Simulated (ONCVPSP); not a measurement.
## Before and after: ONCV potential for palladium (Pd)

ONCVPSP 4.0.1 input, shortened (lines: element, Z, core and valence counts, functional; n l f; lmax; l rc ep ncon nbas qcut; lloc lpopt rc5 dvloc0; l nproj debl; icmod fcfact rcfact), PBE, scalar-relativistic:

```
  Pd 46.00    6    3        4      upf
    1    0    2.00
    2    0    2.00
    2    1    6.00
    3    0    2.00
    3    1    6.00
    3    2   10.00
    4    0    2.00
    4    1    6.00
    4    2   10.00
    2
    0    1.00    0.00    3    7    5.20
    1    1.20    0.00    3    7    7.30
    2    2.10    0.00    3    8    8.00
    4    5    0.90    0.00
    0    2    2.00
    1    2    3.70
    2    2    2.50
    1    0.55    0.00
```

In the s channel the program set the typed energies aside and used -3.136, 0.250 Ha.

All-electron outer shells of the reference configuration (PBE, scalar-relativistic, ld1.x):

| shell | level (eV) | outermost node (bohr) | outermost maximum (bohr) |
| --- | --- | --- | --- |
| 4s | -85.33 | 0.45 | 0.85 |
| 4p | -51.20 | 0.46 | 0.91 |
| 4d | -4.05 | 0.45 | 1.10 |

Change: d: ncon 5, nbas 10.

Cutoffs: the cutoffs (Ha) at which the residual kinetic energy of the hardest occupied pseudo-wave falls to 1 and 0.1 mHa per electron; they do not see the model core or the augmentation charge, which bear on the density cutoff. Errors are all-electron minus pseudo energies relative to the spin-unpolarised reference configuration.

**Question.** What does the change do?

**Answer.** Of the 3 tests that both files solve, the error grows in 0 and shrinks in 2 by more than 15 % and 0.3 meV (median size 1.0 → 0.3 meV); neither file shows a bound ghost.

| quantity | base | changed |
| --- | --- | --- |
| bound ghosts | none | none |
| GHOST(+) flags under 300 eV | s at 210.1 eV | s at 210.1 eV |
| tests with a reliable result | 3 of 4 | 3 of 4 |
| error for 4s2 4p6 4d9, meV [ΔE 9.12 eV] | +1.0 | +0.3 |
| error for 4s2 4p6 4d8, meV [ΔE 29.93 eV] | +15 | +6.6 |
| error for 4s2 4p6 4d9.5, meV [ΔE 3.23 eV] | +0.2 | +0.1 |
| s: phases at 1.01 bohr within 0.05 rad from the reference energy up to (Ha; the scan ends near 5) | to the end of the scan | to the end of the scan |
| p: phases at 1.22 bohr within 0.05 rad from the reference energy up to (Ha; the scan ends near 5) | to the end of the scan | to the end of the scan |
| d: phases at 2.13 bohr within 0.05 rad from the reference energy up to (Ha; the scan ends near 5) | to the end of the scan | to the end of the scan |
| rms error of d²Exc/dni dnj with the model core, mHa | 1.30 | 1.38 |
